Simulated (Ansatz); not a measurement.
`C=N[SiH2]O[SiH3]` and `FC[SiH2]O[SiH3]` differ in one atom or group.

Ansatz, PBE0-D4/def2-TZVP geometries, multiplicity 1. Each molecule was computed in one conformer, which needn't be the lowest.

```
                                        property  `C=N[SiH2]O[SiH3]`
size of the dipole moment (B3LYP/def2-TZVPP) / D                1.39
  size of the dipole moment (PBE/def2-TZVPP) / D                1.29
            HOMO–LUMO gap (PBE0/def2-TZVPP) / eV                6.29
           LUMO energy (ωB97M-V/def2-TZVPP) / eV                1.21
               LUMO energy (PBE/def2-TZVPP) / eV               -2.15
             LUMO energy (B3LYP/def2-TZVPP) / eV               -1.27
```

Task: Give the same properties after the change, and the shifts. (Best estimate.)

Result: Ansatz gave: 
| property | `FC[SiH2]O[SiH3]` | shift |
| --- | --- | --- |
| size of the dipole moment (B3LYP/def2-TZVPP) / D | 1.30 | -0.09 |
| size of the dipole moment (PBE/def2-TZVPP) / D | 1.20 | -0.09 |
| HOMO–LUMO gap (PBE0/def2-TZVPP) / eV | 8.26 | 1.97 |
| LUMO energy (ωB97M-V/def2-TZVPP) / eV | 1.59 | 0.38 |
| LUMO energy (PBE/def2-TZVPP) / eV | -1.02 | 1.13 |
| LUMO energy (B3LYP/def2-TZVPP) / eV | -0.33 | 0.94 |

With PBE0 the HOMO falls by 1.07 eV and the LUMO rises by 0.90 eV, so the gap widens by about 1.97 eV. PBE moves the HOMO by -1.00 eV and ωB97M-V by -1.01 eV. Dipoles are sizes alone; their direction can turn.

B3LYP here is the variant with VWN-RPA as its local correlation; programs differ in this.
